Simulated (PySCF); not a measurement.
## Two-component Hartree-Fock for Yb⁶⁶⁺ (ytterbium, charge +66)

Start: [He] 2s2. Calculated with PySCF 2.14 in an even-tempered Gaussian basis (16 s from 51 bohr⁻², ratio 2.4; 13 p from 66 bohr⁻², ratio 2.4; 5 d from 210 bohr⁻², ratio 2.6; 4 f from 310 bohr⁻², ratio 2.6): generalised Hartree-Fock with the X2C-1e Hamiltonian and a Gaussian nucleus; one run each with spin-orbit coupling (SO) switched off, then screened by Boettger's factors.

```json
{"spinor shell": "1s1/2", "electrons": "2", "ε, spin-free (eV)": "-69442.4", "ε, screened SO (eV)": "-69442.4", "weight of nominal j (screened SO)": "1.000", "rms radius, screened SO (bohr)": "0.0222"}
{"spinor shell": "2s1/2", "electrons": "2", "ε, spin-free (eV)": "-17073.7", "ε, screened SO (eV)": "-17073.7", "weight of nominal j (screened SO)": "1.000", "rms radius, screened SO (bohr)": "0.0859"}
```

| quantity | spin-free | screened SO |
| --- | --- | --- |
| E (hartree) | -6483.54900 | -6483.54900 |
| M_J | 0 | 0 |
| ⟨J²⟩ | 0.000 | 0.000 |
| ⟨L²⟩ | 0.000 | 0.000 |
| ⟨S²⟩ | 0.000 | 0.000 |

Breit and QED terms are absent; they matter most for the inner s and p1/2 levels.

Densities and radii are taken from the X2C orbitals without a picture-change correction, which distorts them close to the nucleus.

Without spin-orbit coupling the j labels of p, d and f shells carry no meaning; the spin-free column gives the mean over the occupied spinors of each nl shell.
